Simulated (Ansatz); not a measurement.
Z-matrix (Å, degrees):
```
C
C 1 1.343
H 1 1.084 2 121.9
H 1 1.086 2 120.9 3 180.0
C 2 1.433 1 123.8 3 -180.0
H 2 1.087 1 119.2 3 0.0
B 5 1.481 2 125.1 1 -179.9
H 5 1.092 2 113.6 1 0.0
Si 7 1.892 5 107.5 2 179.4
H 7 1.195 5 125.7 2 -0.2
H 9 1.491 7 131.6 5 -179.2
H 9 1.488 7 120.6 5 0.4
```

Charge 0, multiplicity 1. The bonds changed during the relaxation, so this is another structure than the one it started from.

(1) List the ωB97M-V/def2-TZVPP orbital energies in eV (Ansatz). (An estimate is asked.)

Results:

(1) Ansatz gave: Occupied: -1807.61, -281.66, -281.62, -281.59, -186.32, -148.68, -102.91, -102.75, -102.68, -25.01, -21.66, -18.67, -17.58, -16.13, -14.83, -14.29, -12.84, -12.23, -11.60, -11.40, -10.40, -7.95. Lowest empty: -1.38, 2.03, 2.57, 2.75, 3.23, 3.33, 3.36, 3.51.
